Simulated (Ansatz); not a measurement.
All numbers were calculated with Ansatz.

A structure relaxed at PBE0-D4/def2-TZVP, charge 0, multiplicity 1:

Cartesian coordinates in Å:
```
C 0.6567 0.8158 0.2895
S 1.6062 -0.6900 -0.1812
Sn -0.7719 -0.6503 -0.2380
H 0.7849 1.6560 -0.3855
H 0.7342 1.0853 1.3380
H -1.4651 -0.6540 -1.7813
H -1.5450 -1.5628 0.9586
```

Give its formula and SMILES.

CH4SSn, `[CH2]1[S][SnH2]1`.

Point group (tolerance 0.08 Å, 0.16 Å for H)?

Cs.

Summarise the bond lengths by kind.

1 × C–S 1.841 Å; 1 × C–Sn 2.114 Å; 2 × C–H 1.085 Å; 1 × S–Sn 2.379 Å; 2 × H–Sn 1.692 Å.
